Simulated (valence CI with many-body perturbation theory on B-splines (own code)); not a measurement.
Level structure of Eu12+

Calculated by valence CI with perturbative core correlation (CI+MBPT): five valence electrons over a frozen Dirac-Fock core [Kr] 4d10, a basis of 7 s, 7 p, 7 d, 7 f, 4 g, 2 h functions for each j, with the one-electron correlation potential Σ1, the two-electron term Σ2, the three-electron term Σ3, Breit, model QED; selected CI, second order for the rest, scaled by the run's own slope (own B-spline code, finite nucleus).

No measured levels were compared; by estimate terms of the open shell hold to a few per cent of their energy, and close levels can change places. Among the levels kept, up to 2600 cm⁻¹ of a level comes from second order outside the variational space, and about a tenth of that is noise between levels of different J, which matters for small intervals.

Levels 91 to 135 of 205, with energies above the lowest level, 4f3 5s2 4I°_9/2. "Leading %" is the weight of the configuration and term that name the level; weights of strongly mixed levels are sums over their largest components and can fall short. In the jj column 3d3/2^4 stands for four electrons in 3d with j = 3/2. Lifetimes count E1, E2, E3, M1 and M2 decay at the calculated energies, and are blank where another channel may lead or the interval is too uncertain; long ones can be off by a factor of two.

```csv
No.,Configuration,Term,J,E (cm⁻¹),Leading %,Lifetime,Second component,Leading jj
91,4f2 5s2 5p,4G°,7/2,131840,45,,16 % 4f2 5s2 5p 4F°,4f5/2 4f7/2 5s^2 5p1/2 (89 %)
92,4f4 5s,4M,15/2,131870,35,15.7 μs,27 % 4f4 5s 4L,4f5/2^3 4f7/2 5s (48 %)
93,4f4 5s,4S,3/2,132200,65,13.7 μs,22 % 4f4 5s 4D,4f5/2^2 4f7/2^2 5s (51 %)
94,4f4 5s,4L,19/2,132330,79,111 μs,19 % 4f4 5s 4M,4f5/2^2 4f7/2^2 5s (66 %)
95,4f2 5s2 5p,4G°,11/2,132580,50,,28 % 4f2 5s2 5p 2H°,4f7/2^2 5s^2 5p1/2 (78 %)
96,4f4 5s,2K,13/2,133240,75,8.03 μs,16 % 4f4 5s 4L,4f5/2 4f7/2^3 5s (47 %)
97,4f4 5s,4F,9/2,133320,50,4.19 μs,28 % 4f4 5s 4G,4f5/2 4f7/2^3 5s (41 %)
98,4f4 5s,4D,7/2,133420,44,4.36 μs,40 % 4f4 5s 4F,4f5/2^2 4f7/2^2 5s (58 %)
99,4f2 5s2 5p,4F°,5/2,133890,31,,29 % 4f2 5s2 5p 4D°,4f5/2 4f7/2 5s^2 5p1/2 (90 %)
100,4f2 5s2 5p,4H°,13/2,134140,37,731 μs,30 % 4f2 5s2 5p 4I°,4f7/2^2 5s^2 5p1/2 (70 %)
101,4f4 5s,4P,1/2,134640,51,9.16 μs,43 % 4f4 5s 4D,4f5/2 4f7/2^3 5s (48 %)
102,4f4 5s,4M,17/2,134800,59,20.0 μs,21 % 4f4 5s 2L,4f5/2^2 4f7/2^2 5s (65 %)
103,4f2 5s2 5p,2G°,9/2,134920,29,,20 % 4f2 5s2 5p 4G°,4f5/2 4f7/2 5s^2 5p1/2 (89 %)
104,4f4 5s,4P,3/2,135040,50,10.5 μs,11 % 4f4 5s 2D,4f5/2^2 4f7/2^2 5s (60 %)
105,4f4 5s,4G,11/2,135140,73,3.14 μs,15 % 4f4 5s 4H,4f7/2^4 5s (41 %)
106,4f4 5s,4P,5/2,135420,43,7.13 μs,25 % 4f4 5s 2D,4f5/2^3 4f7/2 5s (38 %)
107,4f4 5s,2K,15/2,135690,53,11.1 μs,30 % 4f4 5s 4M,4f5/2^2 4f7/2^2 5s (53 %)
108,4f4 5s,4F,9/2,135720,67,4.73 μs,12 % 4f4 5s 6D,4f5/2^2 4f7/2^2 5s (72 %)
109,4f4 5s,2H,9/2,136250,35,5.28 μs,27 % 4f4 5s 4F,4f5/2^2 4f7/2^2 5s (51 %)
110,4f4 5s,4F,3/2,136540,66,7.33 μs,12 % 4f4 5s 2D,4f5/2^2 4f7/2^2 5s (47 %)
111,4f4 5s,4F,5/2,136950,47,4.31 μs,22 % 4f4 5s 4G,4f5/2^2 4f7/2^2 5s (41 %)
112,4f4 5s,6D,1/2,137270,95,75.2 μs,,4f5/2^2 4f7/2^2 5s (42 %)
113,4f4 5s,4G,5/2,137420,51,4.24 μs,23 % 4f4 5s 4F,4f5/2^3 4f7/2 5s (36 %)
114,4f4 5s,4F,7/2,137540,56,5.48 μs,11 % 4f4 5s 4D,4f5/2^2 4f7/2^2 5s (41 %)
115,4f4 5s,4G,7/2,137780,41,6.14 μs,29 % 4f4 5s 2G,4f5/2^3 4f7/2 5s (39 %)
116,4f4 5s,4I,9/2,137900,66,5.71 μs,24 % 4f4 5s 2H,4f5/2^2 4f7/2^2 5s (36 %)
117,4f4 5s,4M,19/2,138030,79,787 μs,20 % 4f4 5s 4L,4f5/2 4f7/2^3 5s (71 %)
118,4f4 5s,6D,3/2,138190,85,29.5 μs,9 % 4f4 5s 4F,4f5/2^3 4f7/2 5s (44 %)
119,4f2 5s2 5p,4D°,7/2,138200,39,1.03 ms,30 % 4f2 5s2 5p 2F°,4f5/2 4f7/2 5s^2 5p1/2 (83 %)
120,4f4 5s,4I,11/2,138200,89,8.28 μs,7 % 4f4 5s 2H,4f5/2^2 4f7/2^2 5s (52 %)
121,4f4 5s,4F,3/2,138530,70,3.49 μs,13 % 4f4 5s 4D,4f5/2^2 4f7/2^2 5s (49 %)
122,4f4 5s,4M,21/2,138650,98,586 ms,,4f5/2 4f7/2^3 5s (61 %)
123,4f4 5s,4I,13/2,139400,92,7.70 μs,4 % 4f4 5s 4H,4f5/2^2 4f7/2^2 5s (53 %)
124,4f4 5s,6D,5/2,139620,79,43.0 μs,14 % 4f4 5s 4F,4f5/2^2 4f7/2^2 5s (60 %)
125,4f4 5s,4I,15/2,140030,77,11.6 μs,14 % 4f4 5s 2L,4f5/2 4f7/2^3 5s (46 %)
126,4f4 5s,2L,15/2,140290,81,22.0 μs,16 % 4f4 5s 4I,4f5/2^2 4f7/2^2 5s (79 %)
127,4f4 5s,6D,7/2,140890,81,36.9 μs,14 % 4f4 5s 4F,4f5/2^2 4f7/2^2 5s (46 %)
128,4f4 5s,2L,17/2,140900,57,20.1 μs,18 % 4f4 5s 4M,4f5/2^2 4f7/2^2 5s (36 %)
129,4f4 5s,4F,5/2,141140,71,2.93 μs,15 % 4f4 5s 4G,4f5/2^2 4f7/2^2 5s (60 %)
130,4f4 5s,6D,9/2,141870,76,19.3 μs,18 % 4f4 5s 4F,4f5/2^2 4f7/2^2 5s (38 %)
131,4f4 5s,2H,11/2,141950,78,3.77 μs,13 % 4f4 5s 4G,4f5/2 4f7/2^3 5s (51 %)
132,4f4 5s,4G,7/2,142060,39,6.62 μs,28 % 4f4 5s 2G,4f5/2 4f7/2^3 5s (39 %)
133,4f2 5s2 5p,2F°,7/2,142110,38,,25 % 4f2 5s2 5p 2G°,4f7/2^2 5s^2 5p1/2 (89 %)
134,4f4 5s,4G,9/2,142120,71,6.24 μs,11 % 4f4 5s 2G,4f5/2^2 4f7/2^2 5s (54 %)
135,4f4 5s,2D,3/2,142690,61,4.54 μs,12 % 4f4 5s 4F,4f5/2 4f7/2^3 5s (47 %)
```

Names give the largest LS component (configuration and term), which can be under half, so a name can repeat, a term be missing and a line seem to break the LS rules; names also repeat where a configuration has a term twice.

Where two levels of one J and parity lie close, their mixing, g and order are uncertain.
